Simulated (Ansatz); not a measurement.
The same path of BrH + FH6N3Zr (13 atoms, charge 0, multiplicity 1) was run twice with different band settings. Lost on the way: Br12–H13. Made: Zr1–Br12, F2–H13.

Theory: Ansatz, RKS PBE/def2-SVP.

Relaxed end points:

```xyz
13
Properties=species:S:1:pos:R:3
Zr 0.038 0.086 -0.116
F -0.098 0.136 1.867
N 1.982 -0.042 -0.726
H 2.684 -0.656 -0.294
H 2.460 0.541 -1.422
N -0.745 1.766 -0.969
H -1.464 1.824 -1.698
H -0.592 2.715 -0.603
N -0.960 -1.514 -0.882
H -1.896 -1.757 -0.525
H -0.653 -2.254 -1.521
Br -3.149 -0.610 2.318
H -1.735 -0.234 2.367
```

```xyz
13
Properties=species:S:1:pos:R:3
Zr -0.491 -0.116 -0.064
F 0.106 1.137 1.983
N 1.536 -0.300 -0.044
H 2.127 -0.891 -0.639
H 2.129 0.172 0.651
N -1.026 1.579 -1.048
H -2.009 1.873 -1.140
H -0.433 2.323 -1.433
N -1.007 -1.572 -1.387
H -0.946 -2.581 -1.199
H -1.430 -1.451 -2.315
Br -2.052 -0.811 2.023
H -0.631 0.639 2.409
```

Common settings: movable images 7; climbing image yes; optimiser quadratic models (default); start path through a guess of the saddle point; force threshold 0.05 eV/Å; iteration limit 60; end points relaxed.

| run | spring |
| --- | --- |
| 1 | 5.0 eV/Å² |
| 2 | 2.0 to 10.0 eV/Å², energy-weighted |

(1) What does each run give, and how far can it be trusted?

Answers

(1) Run 1: converged after 22 iterations, highest image 0.119 eV above the first end. The profile has 2 maxima (images 1, 4) with wells between them (image 3): this band takes more than one step, which may be the mechanism or a detour left from its start path. A vibrational analysis at the climbing image gives one clearly imaginary mode, 134i cm⁻¹: a first-order saddle point.
Run 2: converged after 35 iterations, highest image 0.119 eV above the first end. The profile has 2 maxima (images 2, 6) with wells between them (image 5): this band takes more than one step, which may be the mechanism or a detour left from its start path. Another band between the same ends (7 images) ends at a top of the same energy, where a vibrational analysis finds 1 clearly imaginary mode.
The orbitals stay closed-shell, which can raise the energy where a bond breaks towards radicals; this wasn't checked here.
